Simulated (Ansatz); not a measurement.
Consider the substitution at a C–S bond: `CS[CH2][ZnH]` + `OB(Br)Br` → `COB(Br)Br` + `S[CH2][ZnH]`.

Calculated with Ansatz (gas phase, PBE0-D4/def2-TZVP geometries, no zero-point term in ΔE). CBS: MP2 limit from def2 TZ/QZ plus the TZ coupled-cluster correction, frozen cores. Functionals use def2-TZVPP. For Br, Zn outer-core shells are correlated without core-valence functions, which leaves a few kJ/mol of doubt a bond. Scalar relativity is left out up to krypton. Each species was taken in one conformer, which may not be the lowest.

```csv
level,ΔE (eV)
r2SCAN-D4,0.50
PBE-QIDH,0.50
PBE0,0.49
LC-ωPBE,0.47
CCSD/def2-SVP,0.36
SCS-MP2/def2-QZVPP,0.48
MP2/CBS(def2),0.55
CCSD/CBS(def2),0.47
```

Q: What does CCSD(T)/CBS give? (An estimate is asked.)

A: Computed: +0.49 eV. The listed levels differ from it by 0.01, 0.01, 0.00, -0.02, -0.13, -0.01, 0.06, -0.02 eV.

Largest T1 diagnostic among the species: 0.014.

In def2-TZVPP, CCSD(T) changes the Hartree–Fock value by +0.10 eV (the triples alone add +0.02 eV) and MP2 by +0.16 eV. Leaving LDA and LC-ωPBE aside and taking each functional with its dispersion term where it has one, the values, not all of them listed here, spread over 0.11 eV, from CAM-B3LYP-D4 to revPBE-D4. At CCSD(T), def2-SVP lies −0.12 eV from the extrapolated value and def2-TZVPP −0.03 eV.
